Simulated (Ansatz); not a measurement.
```yaml
crystal:
  periodic: [false, false, false]
  atoms:
    - {symbol: Ge, position_ang: [-0.014779, 0.026718, -0.770112]}
    - {symbol: F, position_ang: [1.333443, -0.032920, 0.424422]}
    - {symbol: F, position_ang: [-1.338421, 0.084826, 0.388121]}
basis:
  gaussian: {orbitals: STO-3G, point_charges: [{charge: 0.50, position_ang: [5.606, -0.584, 0.786]}]}
magnetization: {spin_polarized: false, initial_magnetization: 2}
hamiltonian: {xc: {name: B97}, pseudopotentials: {relativity: none}}
accuracy: high
scf: {omitted_lower_state_checks: [starts]}
output: {forces: true}
```

```sh
$ ansatz run in.yaml --threads 4 --pin off --events-out ev --progress --plain --max-ram 3916MiB
```

It prints (some lines left out):

```
Functional definition: B97
424 factors; integrals over basis functions are off by at most 4.6e-9 eV
mean field evaluation 1: about -61200.4358 eV, gradient 4.7e1 eV
mean field evaluation 2: about -61200.4515 eV, gradient 4.7e1 eV
mean field evaluation 4: about -61200.9842 eV, gradient 5.1e1 eV
mean field evaluation 8: about -61214.2759 eV, gradient 3.1e0 eV
mean field evaluation 16: about -61214.3229 eV, gradient 2.1e-3 eV
mean field -61214.32292205 eV, -2249.5848748271 hartree, gradient 7.1e-8 eV, S^2 2.000000; 0 other end points of the search recorded, 0 dependent functions left out
reference -61214.32292302 eV, -2249.5848748626 hartree; 26, 24 occupied and 2, 4 virtual orbitals, 424 factors
Total energy: -61214.32292302 eV, -2249.5848748626 hartree
Atom 0 at    -0.014779     0.026718    -0.770112 Å, force     0.270595    -0.010868     2.679470 eV/Å
Atom 1 at     1.333443    -0.032920     0.424422 Å, force    -1.026759     0.042470    -1.469940 eV/Å
Atom 2 at    -1.338421     0.084826     0.388121 Å, force     0.770816    -0.033889    -1.213030 eV/Å
Dipole moment:    -0.049081     0.003261    -0.107241 e Å
Checks for a lower state left out: starts
```

Run time 3 s (4 threads of Intel Xeon on a shared host).

With spin_polarized false and unpaired electrons the run is restricted open-shell.
